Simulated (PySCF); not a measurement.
Isomers of C7H9FS, mass 144.041 u with the commonest isotopes. Theory: PBE0/pcSseg-1 in PySCF (dipole) on a GFN2-xTB geometry, gas phase. One conformer each, none proved a minimum here; rigid rotors.

Task: Order these by rotational constant C, largest first.
A. `[CH2:1]=[CH:2][CH2:3][C:4]1=[C:5]([F:6])[CH2:7][CH2:8][S:9]1` with C1–C2–C3–C4 -118°, C2–C3–C4–C5 109°, C4–C5–C7–C8 -11°, C5–C7–C8–S9 15°, C7–C8–S9–C4 -13°, C3–C4–S9–C8 -174°
B. `[CH3:1][S:2][C:3]1=[CH:4][CH:5]=[CH:6][CH2:7][C@@H:8]1[F:9]` with C1–S2–C3–C4 2°, C3–C4–C5–C6 -12°, C5–C6–C7–C8 26°, C6–C7–C8–F9 80°, S2–C3–C8–C7 -152°
C. `[CH:1]#[C:2][C@H:3]([CH3:4])/[C:5](=[CH:6]\[F:7])[S:8][CH3:9]` with C2–C3–C5–C6 -119°, C3–C5–S8–C9 -172°

Result: C (839.6 MHz), B (809.0 MHz), A (763.5 MHz).

Task: Order these by out-of-plane moment Σ m c² = (Ia + Ib − Ic)/2, largest first.
A. `[CH:1]#[C:2][C@H:3]([CH3:4])/[C:5](=[CH:6]\[F:7])[S:8][CH3:9]` with C2–C3–C5–C6 -119°, C3–C5–S8–C9 -172°
B. `[CH3:1][S:2][C:3]1=[CH:4][CH:5]=[CH:6][CH2:7][C@@H:8]1[F:9]` with C1–S2–C3–C4 2°, C3–C4–C5–C6 -12°, C5–C6–C7–C8 26°, C6–C7–C8–F9 80°, S2–C3–C8–C7 -152°
C. `[CH2:1]=[CH:2][CH2:3][C:4]1=[C:5]([F:6])[CH2:7][CH2:8][S:9]1` with C1–C2–C3–C4 -118°, C2–C3–C4–C5 109°, C4–C5–C7–C8 -11°, C5–C7–C8–S9 15°, C7–C8–S9–C4 -13°, C3–C4–S9–C8 -174°

Result: A (94.93 u·Å²), B (38.25 u·Å²), C (33.72 u·Å²).

Task: Order these by rotational constant B, largest first.
A. `[CH3:1][S:2][C:3]1=[CH:4][CH:5]=[CH:6][CH2:7][C@@H:8]1[F:9]` with C1–S2–C3–C4 2°, C3–C4–C5–C6 -12°, C5–C6–C7–C8 26°, C6–C7–C8–F9 80°, S2–C3–C8–C7 -152°
B. `[CH2:1]=[CH:2][CH2:3][C:4]1=[C:5]([F:6])[CH2:7][CH2:8][S:9]1` with C1–C2–C3–C4 -118°, C2–C3–C4–C5 109°, C4–C5–C7–C8 -11°, C5–C7–C8–S9 15°, C7–C8–S9–C4 -13°, C3–C4–S9–C8 -174°
C. `[CH:1]#[C:2][C@H:3]([CH3:4])/[C:5](=[CH:6]\[F:7])[S:8][CH3:9]` with C2–C3–C5–C6 -119°, C3–C5–S8–C9 -172°

Result: C (1145 MHz), B (1056 MHz), A (1020 MHz).

```csv
SMILES,point group,Ia (u·Å²),Ib (u·Å²),Ic (u·Å²),κ,μa (D),μb (D),μc (D)
C#C[C@H](C)/C(=C\F)SC,C1,350.37,441.42,601.93,0.01,1.67,0.62,0.10
CSC1=CC=CC[C@@H]1F,C1,205.82,495.37,624.69,-0.74,0.60,1.96,1.26
C=CCC1=C(F)CCS1,C1,250.88,478.50,661.94,-0.53,1.38,0.07,0.31
```
